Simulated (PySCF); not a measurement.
BrHg, charge +1. Atoms are numbered in the order given.

```xyz
2

Hg     0.0000     0.0000    -0.7228
Br     0.0000     0.0000     1.6520
```
Charge +1, spin multiplicity 1.

Geometry optimised at r2SCAN-D4/def2-TZVP. The spin state was assumed, not searched. The def2 effective core potentials stand for the cores of Hg; spin–orbit coupling is left out.

Computed with TDA-PBE/def2-TZVPD (PySCF).

Vertical excitations; the highest root listed may be one member of a degenerate set.  State labels are in the subgroup C2v.

```
state  symmetry  energy (eV)  λ (nm)      f                                              main pairs
-----  --------  -----------  ------  -----  ------------------------------------------------------
S1           B2         1.44     863  0.001                              HOMO→LUMO (degenerate set)
S2           B1         1.44     863  0.001                            HOMO−1→LUMO (degenerate set)
S3           A1         4.94     251  0.163                                        HOMO−2→LUMO 76 %
S4           A2         6.28     197  0.000                    HOMO→LUMO+1 50 %, HOMO−1→LUMO+2 50 %
S5           A2         6.32     196  0.000             HOMO−1→LUMO+2, HOMO→LUMO+1 (degenerate set)
S6           A1         6.32     196  0.000             HOMO→LUMO+2, HOMO−1→LUMO+1 (degenerate set)
S7           A1         6.53     190  0.000                            HOMO−3→LUMO (degenerate set)
S8           A2         6.53     190  0.000                            HOMO−4→LUMO (degenerate set)
S9           A1         7.03     176  0.131  HOMO−7→LUMO 34 %, HOMO−1→LUMO+1 30 %, HOMO→LUMO+2 30 %
S10          B2         7.15     173  0.005                                        HOMO−5→LUMO 99 %
T1           B2         0.86    1436      0                              HOMO→LUMO (degenerate set)
T2           B1         0.86    1436      0                            HOMO−1→LUMO (degenerate set)
T3           A1         3.16     393      0                                       HOMO−2→LUMO 100 %
T4           A1         6.08     204      0                    HOMO→LUMO+2 50 %, HOMO−1→LUMO+1 50 %
```
Triplets are in the Tamm–Dancoff approximation.
